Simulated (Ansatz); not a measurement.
Geometry optimisation, Ansatz 0.2.0, RKS r2SCAN/6-31G.

The input (input.yaml):

```yaml
crystal:
  periodic: [false, false, false]
  atoms:
    - { symbol: C, position_ang: [-1.6128, 0.8818, 0.5966] }
    - { symbol: "N", position_ang: [-0.2113, 1.0812, 0.5553] }
    - { symbol: B, position_ang: [0.4188, -0.1776, -0.0144] }
    - { symbol: C, position_ang: [1.3811, -0.0802, -1.341] }
    - { symbol: "N", position_ang: [0.3192, -1.511, 0.7236] }
    - { symbol: H, position_ang: [-2.1206, 1.8749, 0.9742] }
    - { symbol: H, position_ang: [-1.9361, 0.0889, 1.2543] }
    - { symbol: H, position_ang: [-2.0186, 0.7749, -0.4478] }
    - { symbol: H, position_ang: [0.1307, 1.2192, 1.5821] }
    - { symbol: H, position_ang: [2.1434, 0.6279, -1.1716] }
    - { symbol: H, position_ang: [0.6483, 0.2588, -2.1459] }
    - { symbol: H, position_ang: [1.7407, -1.0802, -1.5755] }
    - { symbol: H, position_ang: [-0.1528, -2.1636, 0.0601] }
    - { symbol: H, position_ang: [1.257, -1.8243, 0.9787] }
basis:
  gaussian: { orbitals: "6-31G" }
hamiltonian:
  xc: r2scan
relax:
  f_tol: 0.02
  max_steps: 50
```

Launched with:

```bash
$ ansatz run input.yaml --threads 1 --pin off --max-ram 2048MiB --backend cpu --events-out ev --progress --plain --runs-dir out
```

**Question.** Where does it end, and by what steps?

**Answer.** The forces met the threshold. Limits of this set-up: no polarisation functions. After 17 steps the energy has fallen by 2.914 eV; H9 moved furthest, 1.71 Å.

| step | energy less start (eV) | largest force component (eV/Å) | accepted |
| --- | --- | --- | --- |
| 0 | 0.0000 | 3.674 | yes |
| 1 | -0.4742 | 1.560 | yes |
| 2 | -0.6333 | 0.617 | yes |
| 3 | -0.8016 | 0.621 | yes |
| 4 | -0.9371 | 1.489 | yes |
| 5 | -1.2582 | 0.972 | yes |
| 6 | -1.6113 | 0.978 | yes |
| 7 | -1.9365 | 1.887 | yes |
| 8 | -2.1781 | 1.860 | yes |
| 9 | -2.4110 | 0.935 | yes |
| 10 | -2.5996 | 0.668 | yes |
| 11 | -2.7412 | 0.535 | yes |
| 12 | -2.8506 | 0.544 | yes |
| 13 | -2.9064 | 0.155 | yes |
| 14 | -2.9054 | 0.556 | no |
| 15 | -2.9123 | 0.072 | yes |
| 16 | -2.9141 | 0.021 | yes |
| 17 | -2.9142 | 0.019 | yes |

```xyz
14
Properties=species:S:1:pos:R:3
C -1.634 0.754 0.962
N -0.385 0.873 0.213
B 0.412 -0.230 -0.216
C 1.728 0.024 -1.064
N -0.001 -1.560 0.092
H -2.067 1.743 1.147
H -1.476 0.272 1.939
H -2.381 0.162 0.411
H -0.089 1.814 -0.001
H 2.192 0.992 -0.829
H 1.507 0.027 -2.142
H 2.485 -0.754 -0.894
H -0.844 -1.785 0.599
H 0.541 -2.361 -0.191
```

Time of the run: 3 min on 1 thread of Arm Neoverse N1, on a shared host, peak memory 0.16 GiB.
